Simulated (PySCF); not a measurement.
C5H7F3O.
Structure used (GFN2-xTB), in Å, numbered top down from 1:
```xyz
16
C5H7F3O angstrom
F      1.8420   -1.1304   -1.3656
C      1.9925   -0.4047   -0.2343
F      1.9859   -1.2880    0.7860
C      0.8556    0.6230   -0.1176
F      1.3200    1.6750    0.6402
C     -0.3996    0.0443    0.5138
C     -1.1727   -0.9664   -0.3444
O     -2.3149   -0.1097   -0.3916
C     -1.6699    0.8962    0.3905
H      2.9789    0.0831   -0.2606
H      0.6565    1.0242   -1.1204
H     -0.1755   -0.2887    1.5273
H     -1.3935   -1.9191    0.1418
H     -0.7624   -1.1509   -1.3410
H     -2.1975    1.0889    1.3273
H     -1.5531    1.8322   -0.1628
```

NICS is the negative of the GIAO shielding at a point without a nucleus: at the ring centre (0) and 1 Å above and below it (1); zz is the component along the ring normal. Level: GIAO PBE0/pcSseg-1 (PySCF, non-relativistic, gas phase) on the GFN2-xTB geometry, one conformer.

Ring bond lengths (Å), with Mayer bond orders in brackets: C6–C7 1.535 (0.98), C7–O8 1.429 (0.93), O8–C9 1.428 (0.94), C9–C6 1.534 (1.00).

Question: Give the NICS values of each ring in ppm.

Answer: 
```json
{"ring": "C6–C7–O8–C9", "type": "4-membered ring with O; formal bonds all single", "NICS(0)": "1.6", "NICS(1), two faces": "2.2 / 2.2", "NICS(1)zz, two faces": "6.2 / 4.8", "rms pucker (Å)": "0.00", "centre to ring atoms, mean (Å)": "1.05"}
```

Question: What can be read from them?

Answer: 
- C6–C7–O8–C9: mean NICS(1)zz 5.5 ppm, deshielded. C6, C7, C9 have four or more neighbours; no verdict on aromaticity is drawn.

Question: What is the mean of the two in-plane components of NICS at the second NICS(1) probe listed for ring C6–C7–O8–C9, 1 Å off the ring?

Answer: The isotropic value is a third of the trace: (3 × 2.2 − (4.8))/2 = 0.9 ppm.
